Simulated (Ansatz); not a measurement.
`CC(C)(O)[SiH3]`. Total charge 0; spin multiplicity 1. The geometry is a stationary point of PBE0-D4/def2-TZVP. It is one conformer, not always the lowest.

```xyz
15

C     0.818   -1.238    0.182
C     0.162    0.136    0.193
C    -1.176    0.089    0.918
O     1.026    1.090    0.812
Si   -0.056    0.793   -1.582
H     0.963   -1.593    1.210
H     0.199   -1.975   -0.336
H     1.795   -1.202   -0.304
H    -1.033   -0.265    1.947
H    -1.875   -0.594    0.430
H    -1.632    1.080    0.963
H     1.177    0.813    1.722
H    -0.948   -0.134   -2.333
H    -0.678    2.142   -1.555
H     1.260    0.857   -2.268
```

Question: What is the dipole moment at PBE/def2-TZVPP? (Best estimate.)

Answer: Computed: 1.89 D, with components (-0.45, -1.36, 1.23) D in this frame, pointing from negative to positive charge.

Question: And with r2SCAN, B3LYP, ωB97M-V? (Estimate.)

Answer: Computed: r2SCAN 1.93 D, B3LYP 1.92 D, ωB97M-V 1.93 D.

Question: Give the Mulliken charges with PBE, r2SCAN, B3LYP in def2-TZVPP. (Estimate.)

Answer: The calculation gave: 
| atom | PBE | r2SCAN | B3LYP |
| --- | --- | --- | --- |
| C1 | -0.29 | -0.21 | -0.30 |
| C2 | 0.23 | 0.26 | 0.25 |
| C3 | -0.29 | -0.21 | -0.30 |
| O4 | -0.33 | -0.39 | -0.37 |
| Si5 | 0.18 | 0.27 | 0.26 |
| H6 | 0.06 | 0.03 | 0.06 |
| H7 | 0.08 | 0.05 | 0.08 |
| H8 | 0.10 | 0.07 | 0.11 |
| H9 | 0.06 | 0.03 | 0.06 |
| H10 | 0.08 | 0.05 | 0.08 |
| H11 | 0.10 | 0.07 | 0.11 |
| H12 | 0.17 | 0.18 | 0.17 |
| H13 | -0.06 | -0.08 | -0.08 |
| H14 | -0.05 | -0.07 | -0.06 |
| H15 | -0.05 | -0.07 | -0.06 |

B3LYP here is the variant with VWN-RPA as its local correlation; programs differ in this.
